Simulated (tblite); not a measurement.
C₄H₁₂AsBO₂.
Numbering: `[CH3:1][O:2][B:3]([CH2:4][CH2:5][AsH2:6])[O:7][CH3:8]` (hydrogens: H9, H10, H11 on C1; H12, H13 on C4; H14, H15 on C5; H16, H17 on As6; H18, H19, H20 on C8)

Computed with GFN2-xTB (tblite), gas phase: L-BFGS steps from a force-field or distance-geometry start until the largest atomic force falls under 0.01 eV/Å.

Geometry at step 22:
```
atom  x, y, z in Å
C1     -2.2009   -1.9001    0.5156
O2     -1.0379   -1.4561   -0.1451
B3     -0.6660   -0.1566   -0.2636
C4      0.6434    0.0684   -1.1718
C5      1.8913   -0.5628   -0.5434
As6     2.5337    0.4411    1.0324
O7     -1.4211    0.7699    0.3857
C8     -1.2902    2.1656    0.3964
H9     -2.6504   -1.0887    1.0845
H10    -1.9462   -2.7181    1.1948
H11    -2.9070   -2.2700   -0.2329
H12     0.8430    1.1176   -1.4086
H13     0.4796   -0.4403   -2.1199
H14     2.7046   -0.6303   -1.2758
H15     1.6659   -1.5896   -0.2489
H16     3.5704    1.2131    0.2173
H17     3.6024   -0.5820    1.3539
H18    -2.0205    2.5505    1.1137
H19    -0.2911    2.4943    0.7024
H20    -1.5082    2.5847   -0.5900
```

Task: Give the atomic forces at this geometry.

Result: 
```json
{"atom": "C1", "Fx (eV/Å)": "-0.002", "Fy (eV/Å)": "0.038", "Fz (eV/Å)": "0.062"}
{"atom": "O2", "Fx (eV/Å)": "0.104", "Fy (eV/Å)": "0.015", "Fz (eV/Å)": "-0.069"}
{"atom": "B3", "Fx (eV/Å)": "-0.003", "Fy (eV/Å)": "-0.054", "Fz (eV/Å)": "0.060"}
{"atom": "C4", "Fx (eV/Å)": "0.036", "Fy (eV/Å)": "-0.040", "Fz (eV/Å)": "0.013"}
{"atom": "C5", "Fx (eV/Å)": "0.054", "Fy (eV/Å)": "-0.144", "Fz (eV/Å)": "-0.077"}
{"atom": "As6", "Fx (eV/Å)": "0.219", "Fy (eV/Å)": "0.039", "Fz (eV/Å)": "-0.060"}
{"atom": "O7", "Fx (eV/Å)": "-0.020", "Fy (eV/Å)": "-0.045", "Fz (eV/Å)": "-0.003"}
{"atom": "C8", "Fx (eV/Å)": "0.019", "Fy (eV/Å)": "0.037", "Fz (eV/Å)": "-0.030"}
{"atom": "H9", "Fx (eV/Å)": "-0.103", "Fy (eV/Å)": "0.036", "Fz (eV/Å)": "0.024"}
{"atom": "H10", "Fx (eV/Å)": "0.102", "Fy (eV/Å)": "0.032", "Fz (eV/Å)": "-0.066"}
{"atom": "H11", "Fx (eV/Å)": "-0.009", "Fy (eV/Å)": "0.034", "Fz (eV/Å)": "0.025"}
{"atom": "H12", "Fx (eV/Å)": "-0.044", "Fy (eV/Å)": "0.041", "Fz (eV/Å)": "0.099"}
{"atom": "H13", "Fx (eV/Å)": "-0.123", "Fy (eV/Å)": "-0.010", "Fz (eV/Å)": "-0.186"}
{"atom": "H14", "Fx (eV/Å)": "-0.061", "Fy (eV/Å)": "0.088", "Fz (eV/Å)": "-0.013"}
{"atom": "H15", "Fx (eV/Å)": "-0.125", "Fy (eV/Å)": "0.014", "Fz (eV/Å)": "0.088"}
{"atom": "H16", "Fx (eV/Å)": "-0.143", "Fy (eV/Å)": "-0.028", "Fz (eV/Å)": "0.212"}
{"atom": "H17", "Fx (eV/Å)": "-0.023", "Fy (eV/Å)": "0.110", "Fz (eV/Å)": "-0.004"}
{"atom": "H18", "Fx (eV/Å)": "0.044", "Fy (eV/Å)": "-0.020", "Fz (eV/Å)": "-0.040"}
{"atom": "H19", "Fx (eV/Å)": "0.072", "Fy (eV/Å)": "-0.130", "Fz (eV/Å)": "-0.003"}
{"atom": "H20", "Fx (eV/Å)": "0.004", "Fy (eV/Å)": "-0.014", "Fz (eV/Å)": "-0.032"}
```

The largest, 0.26 eV/Å, acts on H16; the rms over all components is 0.077 eV/Å. The forces sum to zero within rounding, as they must for an isolated molecule in no field.

Task: Give the force on H16 in Eh/bohr and in nN.

Result: 0.257 eV/Å ÷ 51.422 = 0.00500 Eh/bohr, and 0.257 eV/Å × 1.602 = 0.41 nN.

Task: How far is this geometry from the end of the optimisation?

Result: 0.120 eV above it, and 0.351 Å rms away after alignment. The bonds farthest from their final lengths, with half the difference of the two atoms' forces along the bond (positive lengthens):

```
   bond  now (Å)  final (Å)  force along bond (eV/Å)
As6–H16    1.528      1.514                    -0.21
  O2–B3    1.357      1.349                    -0.05
  B3–C4    1.609      1.603                    +0.03
 C5–As6    1.976      1.980                    +0.08
 C4–H13    1.088      1.092                    +0.09
  B3–O7    1.360      1.364                    -0.01
```

The angle farthest from its final value is B3–O7–C8, 129.0° against 124.7°.

The cost below is that of the whole relaxation. Time: 1.2 s wall. Hardware: one thread, Intel Xeon at 2.70 GHz (x86_64), no GPU, shared host.
